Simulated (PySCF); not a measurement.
Electron correlation in As²⁺ (arsenic, charge +2)

[Ar] 3d10 4s2 4p1, 2P determinant. All numbers are calculated (PySCF 2.14, the non-relativistic Hamiltonian (point nucleus), in def2-TZVPPD). Frozen: [Ar] 3d10; 3 electrons correlated.

```
  level  correlation energy (mhartree)
   CCSD                         -55.10
    (T)                          -0.76
CCSD(T)                         -55.86
  CCSDT                         -56.10
```

Diagnostics: T1 = 0.0090, D1 = 0.0208, largest double amplitude 0.099.

Cost of the coupled-cluster step: roughly 0.5 core-seconds, for 3 correlated electrons.
